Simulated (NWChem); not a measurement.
Species: GeI3 cation

```xyz
4

I      2.3406    -0.6272     0.0000
Ge     0.0000     0.0000     0.0000
I     -1.7134    -1.7134     0.0000
I     -0.6272     2.3406     0.0000
```
Atoms are numbered in this order, from 1.

Computed with NWChem. Structure relaxed at the PBE0/def2-SVP level. Not confirmed as a minimum by frequencies. def2 effective core potentials on I; no spin-orbit coupling. Level r2SCAN/def2-SVP: energy and gradient on several grids; changes count from the extra-fine grid, which is no exact limit either.

Q: Which is the coarsest grid (medium; coarse; xcoarse; fine; xfine) from which on the energy stays within 500 μHa and each gradient component within 500 μHa/bohr of xfine?

A: xcoarse.
```
grid     size of the energy change (μHa)  largest change of a gradient component (μHa/bohr)
-------  -------------------------------  -------------------------------------------------
xcoarse                             < 10                                               < 30
coarse                                40                                               < 30
medium                              < 10                                               < 30
fine                                < 10                                               < 30
xfine                               < 10                                               < 30
```
